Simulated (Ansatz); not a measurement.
Molecule: TaO₃, charge 0, multiplicity 2. The spin state was set by rule; other spins were not relaxed. SMILES: [O]=[Ta]1[O][O]1
Geometry from a B3LYP-D3(BJ)/def2-TZVP (Ansatz, a first-principles code) optimisation:
```
Ta
O 1 1.7216
O 1 1.9230 2 110.99
O 3 1.4761 1 67.43 2 99.18
```
Charge 0, spin multiplicity 2.

Parts of the frozen-core correlation energy in def2-SVP (Ansatz, hartree). Frozen orbitals: 7; correlated occupied orbitals by spin: 12 and 11; virtual: 55 and 56. UHF or UKS for open shells. Spin-orbit coupling is left out. In def2 rows, elements after Kr have scalar-relativistic effective core potentials.

```json
[
 {"term": "reference (HF)", "value": "-280.69013"},
 {"term": "MP2 opposite-spin", "value": "-0.51691"},
 {"term": "MP2 same-spin", "value": "(withheld)"},
 {"term": "CCSD correlation", "value": "(withheld)"},
 {"term": "(T)", "value": "(withheld)"},
 {"term": "T1 diagnostic", "value": "0.050"},
 {"term": "largest doubles amplitude", "value": "0.079"},
 {"term": "<S^2> of the reference", "value": "0.765"}
]
```

Question: Fill in the missing entries.

Answer: 
- MP2 same-spin, value: -0.21362
- CCSD correlation, value: -0.70256
- (T), value: -0.03585
